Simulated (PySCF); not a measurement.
Molecule: SMILES CO/C=C\C(=O)C(F)(F)F, C$_{5}$H$_{5}$F$_{3}$O$_{2}$.

Bonds (- single, = double, # triple, : aromatic): C1-O2, O2-C3, C3=C4, C4-C5, C5=O6, C5-C7, C7-F8, C7-F9, C7-F10. C1 carries H11, H12, H13; C3 carries H14; C4 carries H15. Stereochemistry as in CO/C=C\C(=O)C(F)(F)F.

Frames of a GFN2-xTB Langevin trajectory at 400 K; GIAO PBE0/pcSseg-1 shieldings in PySCF, gas phase, non-relativistic; equivalent atoms averaged within each frame.

Scale: TMS for ¹³C (186.93 ppm) and ¹H (31.72 ppm); ¹⁷O (336.08 ppm) against H2O; CFCl3 for ¹⁹F (170.95 ppm) (reference shieldings calculated alike). The references are static minima.

How do the shifts (ppm) fluctuate along the trajectory?

Answers


```tsv
time (fs)	C5	C3	C7	C4	C1	O6	O2	F8/F9/F10	H14	H15
250	187.9	175.5	134.4	108.9	68.6	686.1	181.5	-64.8	7.21	6.58
425	188.6	163.3	116.7	116.0	64.1	678.9	144.7	-94.2	7.28	6.34
625	185.2	174.0	118.8	107.6	67.6	645.1	156.8	-108.0	5.74	5.83
800	185.7	173.2	134.1	105.7	65.7	671.3	151.2	-71.3	7.53	5.74
1000	186.3	166.8	130.6	113.2	67.9	607.7	145.7	-90.1	5.98	6.80
mean of frames	186.7	170.6	126.9	110.3	66.8	657.8	156.0	-85.7	6.75	6.26
standard deviation	1.5	5.3	8.5	4.2	1.9	32.0	15.1	17.6	0.82	0.46
```

5 frames give an uncertainty of the mean of about the standard deviation over 2.2 at best, since frames this close in time may not be independent; classical motion lacks zero-point vibration, and the reference would need the same averaging.
